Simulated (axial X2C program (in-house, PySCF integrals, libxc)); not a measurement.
## Worked dissociation energy of NaBe⁻: PBE0, two-component

All values were computed with an in-house relativistic program for diatomic molecules. Two-component (2c) means X2C with spin–orbit coupling and atomic mean-field two-electron Coulomb and Gaunt terms. Basis: Na dyall-av3z [10s9p5d2f], Be dyall-av3z [9s9p4d2f] (cores contracted in-house); Gaussian nuclei, density fitting, unrestricted open shells. Masses: Na 22.990 u, Be 9.012 u.

Molecular state: Ω = 0 (closed shell).

- E(Na-) (2M_J = 0): -162.399826 hartree
- E(Be) (2M_J = 0): -14.638864 hartree
- E(NaBe⁻) at Re: -177.053301 hartree
- ωe: 143.2 cm⁻¹
- ωexe: 2.48 cm⁻¹

**Question.** Work out De and D0.

**Answer.** De = -162.399826 + (-14.638864) − (-177.053301) = 0.01461 hartree = 0.398 eV. The zero-point energy is ωe/2 − ωexe/4 = 71 cm⁻¹ = 0.009 eV, so D0 = 0.389 eV.

The state is one determinant whose occupation by symmetry is held fixed; it was picked as the lowest of a PBE0 search that is not exhaustive. Dissociation energies refer to the lowest single-determinant-based atoms at the same level and basis. PBE0 can misorder states that lie within some tenths of an eV, so this need not be the ground state of the molecule. The nearest other 2c determinant of the search, Ω = 1, lies 0.32 eV up at the distance of the search. The highest occupied level of some functionals is positive through self-interaction error; at Hartree–Fock it is bound.

The levels of this run spread widely (ωe from 124 to 155 cm⁻¹), so these constants depend on the method.

Each atomic determinant is the lowest at this level and need not be a pure J level. Totals compare only within one Hamiltonian and basis.
